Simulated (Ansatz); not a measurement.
`P[SiH2]C1CC1` + `C#C[SiH2]O` → `O[SiH2][SiH2]P` + `C#CC1CC1`  (formal exchange of groups at the Si–C bond)

Calculated with Ansatz (gas phase, PBE0-D4/def2-TZVP geometries, no zero-point term in ΔE). CCSD(T)/CBS adds triple-zeta CCSD(T) − MP2 to the extrapolated MP2 energy (def2 sets, frozen cores). DFT in def2-TZVPP. B3LYP here is the variant with VWN-RPA as its local correlation; programs differ in this. Each species was taken in one conformer, which may not be the lowest.

`P[SiH2]C1CC1`:

Z-matrix (Å, degrees):
```
Si
C 1 1.853
P 1 2.256 2 115.1
H 1 1.491 2 107.7 3 119.6
H 1 1.489 2 111.4 3 -121.5
C 2 1.509 1 119.9 3 -152.0
C 2 1.508 1 119.5 3 -82.8
H 2 1.086 1 116.0 3 62.2
H 3 1.422 1 93.4 2 -50.3
H 3 1.422 1 93.5 2 43.3
H 6 1.084 2 118.2 1 0.6
H 6 1.083 2 117.5 1 -142.9
H 7 1.085 2 118.2 1 -1.2
H 7 1.083 2 117.6 1 142.3
```

`C#C[SiH2]O`:

Cartesian coordinates in Å:
```
C 1.990 0.700 -0.466
C 0.848 0.322 -0.372
Si -0.874 -0.271 -0.219
O -1.413 -0.144 1.327
H 2.998 1.038 -0.553
H -0.895 -1.676 -0.700
H -1.769 0.574 -1.035
H -0.885 -0.544 2.019
```

`O[SiH2][SiH2]P`:

Z-matrix (Å, degrees):
```
Si
Si 1 2.336
O 1 1.655 2 105.5
H 1 1.493 2 109.8 3 119.9
H 1 1.493 2 112.6 3 -121.2
P 2 2.260 1 112.2 3 -52.4
H 2 1.489 1 111.0 3 68.2
H 2 1.490 1 109.7 3 -172.5
H 3 0.958 1 117.7 2 -179.4
H 6 1.422 2 93.6 1 -49.1
H 6 1.421 2 93.3 1 44.4
```

`C#CC1CC1`:

```xyz
11

C    -0.477   -1.209    2.134
C    -0.489   -0.752    1.022
C    -0.497   -0.205   -0.299
C     0.029    1.189   -0.534
C     0.808    0.018   -1.024
H    -0.470   -1.615    3.117
H    -1.339   -0.510   -0.912
H    -0.499    1.799   -1.257
H     0.400    1.722    0.331
H     0.822   -0.187   -2.086
H     1.711   -0.250   -0.492
```

```csv
level,ΔE (kJ/mol),difference from CCSD(T)/CBS
PBE-D4,37.6,-24.4
r2SCAN-D4,51.4,-10.6
B3LYP-D4,51.3,-10.7
ωB97X-V,53.5,-8.5
ωB97M-V,62.0,0.0
B2PLYP,58.7,-3.3
PBE,37.2,-24.8
r2SCAN,51.2,-10.8
PBE0,41.8,-20.2
HF/def2-TZVPP,63.5,1.5
MP2/def2-TZVPP,68.6,6.6
SCS-MP2/def2-TZVPP,68.7,6.7
CCSD(T)/def2-TZVPP,61.9,-0.1
HF/def2-QZVPP,64.3,2.3
MP2/def2-QZVPP,69.0,7.0
SCS-MP2/def2-QZVPP,69.1,7.1
CCSD(T)/CBS,62.0,0
```

Largest T1 diagnostic among the species: 0.013.

From PBE to PBE0 (25 % exact exchange), in def2-TZVPP and without D4, ΔE moves by +4.7 kJ/mol.

CCSD(T)/CBS has its own doubt, a few kJ/mol and more with outer-core shells, so smaller differences from it don't rank the levels.
